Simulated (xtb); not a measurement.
Si(H)2(F)(NH2) (FH4NSi), SMILES N[SiH2]F. All values are semi-empirical tight-binding results from xtb (GFN2-xTB unless named), good for trends rather than for accurate numbers. The structure is a stationary point at GFN2-xTB. Other conformers were not sampled.

Computed properties:
| Item | Value |
|---|---|
| orbital gap | 6.13 eV |
| dipole moment | 2.67 D |
| zero-point energy | 27.5 kcal/mol |
| G − E(el) at 298.15 K (modified RRHO) | 10.7 kcal/mol |
| static polarisability (D4 model) | 43.7 bohr³ |
| solvation energy, GFN2-xTB/ALPB(water) | -2.5 kcal/mol |
| solvation energy, GFN2-xTB/ALPB(dmso) | -3.5 kcal/mol |
